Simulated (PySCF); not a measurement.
# Structure from NMR data

The spectra below were simulated for a compound C5H4F2O.

$^{1}$H NMR (400 MHz, computed): δ 7.07 (m, 1H), 5.99 (m, 1H), 5.52 (m, 2H).

$^{13}$C{$^{1}$H} NMR (computed): δ 206.7, 154.7, 106.3, 82.6, 37.5.

[PySCF 2.14: PBE0/pcSseg-1 with gauge-including orbitals; GFN2-xTB geometry; no relativistic terms; equivalent nuclei averaged; no solvent model; a single conformation]

References, each an isolated molecule treated in the same way: TMS for $^{1}$H and $^{13}$C.

Q: Choose the structure that fits.
A. O=C=C(/C=C/F)CF
B. C=C/C(=C\F)C(=O)F
C. FC(F)c1ccco1
D. FC1=COC(F)=CC1
E. CO/C(F)=C1C=C\1F

A: A. 

1. Rings plus π bonds: 3 (no ring in the answer).
2. 5 carbon signals for 5 carbons: no two carbons are equivalent.
3. Carbon types of the structure: 2 × C, 2 × CH, 1 × CH2, which accounts for all hydrogens.
4. δC 206.7: central carbon of a ketene.
5. δC 154.7, 106.3: alkene CH; as expected for a trigonal carbon in a double bond.
6. δC 82.6: allylic sp3 CH2 bonded to F; the inductive effect lowers its shielding.
7. δH 7.07, 5.99: hydrogen on an alkene CH; olefinic region.
8. δH 5.52: hydrogen on an allylic sp3 CH2 bonded to F; its carbon carries F, hence the downfield position.

The others: CO/C(F)=C1C=C\1F would give 2 signals for carbon-bound and other non-exchanging H, not 3; FC(F)c1ccco1 would give 4 signals for carbon-bound and other non-exchanging H, not 3; C=C/C(=C\F)C(=O)F would give 4 signals for carbon-bound and other non-exchanging H, not 3; FC1=COC(F)=CC1 has carbons computed at 167.2, 158.0, 134.0, 77.0, 28.4.

Splittings by $^{19}$F in the carbon and heteronuclear signals aren't shown, as no couplings were computed. Shifts are as computed. Against solution values, carbons near 30 ppm lie about +3 ppm off and those near 130 ppm about +5 ppm (rms about the fit 2.1 ppm; single classes can miss by 10 ppm). Of 1328 compounds with measured shifts, 309 miss one by over three times the rms of a fit or turn the order of signals round; such compounds aren't used in these exercises. Signals without a measured value on file couldn't be tested in this way; 1H shifts scatter by 0.2 ppm about their fit, and single ones miss by 0.5 ppm. Multiplicities follow the n + 1 count of equivalent neighbours, as no J values were calculated; m marks all less simple cases, F and P coupling included.
